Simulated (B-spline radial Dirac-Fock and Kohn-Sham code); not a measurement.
How the binding energies of Cs²⁺ add up

System: cesium as Cs²⁺, configuration [Kr] 4d10 5s2 5p5; nuclear rms radius 4.8041 fm (A = 133).

These are calculated numbers from a radial atomic solver; the model is multi-electron Dirac-Fock with separately optimised hole states, Breit and Lamb-shift corrections added in first order. The model has no electron correlation. Energies are counted from the vacuum level. Subshells whose hole state is unreliable or did not converge are left out.

All terms are in eV, carry their sign (relaxation lowers the binding energy) and add up to the binding energy; ⟨r⟩ is the mean radius of the orbital in the initial state.

| subshell | −ε (Koopmans) | relaxation | Gaunt | retardation | self-energy | vacuum polarisation | binding energy | ⟨r⟩ (bohr) |
| --- | --- | --- | --- | --- | --- | --- | --- | --- |
| K (1s) | 36206.4 | -68.00 | -94.52 | 7.78 | -51.71 | 7.38 | 36007.3 | 0.026 |
| L1 (2s) | 5796.1 | -36.11 | -8.92 | 0.54 | -6.53 | 0.86 | 5745.9 | 0.112 |
| L2 (2p1/2) | 5438.7 | -39.84 | -15.87 | 1.77 | 0.39 | -0.01 | 5385.1 | 0.094 |
| L3 (2p3/2) | 5085.1 | -38.34 | -11.33 | 2.14 | -0.21 | -0.05 | 5037.3 | 0.100 |
| M1 (3s) | 1262.8 | -15.46 | -1.27 | 0.04 | -1.35 | 0.17 | 1244.9 | 0.297 |
| M2 (3p1/2) | 1112.5 | -16.06 | -2.47 | 0.25 | 0.08 | -0.01 | 1094.3 | 0.288 |
| M3 (3p3/2) | 1043.0 | -15.43 | -1.60 | 0.33 | -0.03 | -0.01 | 1026.2 | 0.299 |
| M4 (3d3/2) | 782.2 | -17.19 | -0.75 | 0.04 | 0.13 | -0.01 | 764.4 | 0.271 |
| M5 (3d5/2) | 767.7 | -16.95 | -0.38 | 0.04 | 0.09 | -0.01 | 750.5 | 0.274 |
| N1 (4s) | 270.6 | -5.23 | -0.18 | 0.00 | -0.28 | 0.04 | 264.9 | 0.695 |
| N2 (4p1/2) | 214.3 | -5.02 | -0.40 | 0.04 | 0.03 | 0.00 | 209.0 | 0.722 |
| N4 (4d3/2) | 106.5 | -4.30 | -0.02 | -0.01 | 0.03 | 0.00 | 102.2 | 0.829 |
| N5 (4d5/2) | 104.1 | -4.21 | 0.05 | 0.00 | 0.03 | 0.00 | 99.97 | 0.839 |
| O1 (5s) | 50.53 | -0.69 | -0.02 | 0.00 | -0.04 | 0.01 | 49.79 | 1.732 |
| O2,3 (5p) | 33.75 | -0.55 | -0.03 | 0.01 | 0.00 | 0.00 | 33.19 | 2.022 |

For the deepest level, K (1s), the Breit terms make up -0.241 % of the binding energy, QED -0.123 % and orbital relaxation -0.189 %.

Spin-orbit splittings: 2p 347.8 eV, 3p 68.05 eV, 3d 13.95 eV, 4d 2.27 eV.

Going to the tabulated ground configuration of the next ion removes an electron from O2,3 (5p), computed at 33.19 eV. NIST lists 33.195 eV as the ionisation energy of this species (semi-empirical), +0.01 eV from the computed value. Where a p, d or f shell is open in either ion the computed value averages over both j values and all terms, while the table refers to the lowest levels; that difference holds spin-orbit splitting (largest in heavy or highly charged ions), term energies where several electrons share open shells, and correlation, and it can reach 10 % or more.
